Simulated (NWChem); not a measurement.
# BeSiH3I; SMILES [SiH3][Be][I]

Results from NWChem. Coordinates come from a PBE0/def2-SVP optimisation. def2 effective core potentials on I; no spin-orbit coupling. Level: PBE0/def2-SVPD; rows give the wavelength of the field.

| field | isotropic polarisability (bohr³) | anisotropy (bohr³) |
|---|---|---|
| static | 85.4 | 41.7 |
| 1065 nm | (withheld) | (withheld) |
| 589 nm | 90.1 | 46.6 |

### Question
Fill in the missing entries.

### Answer

- 1065 nm, isotropic polarisability (bohr³): 86.7
- 1065 nm, anisotropy (bohr³): 43.1
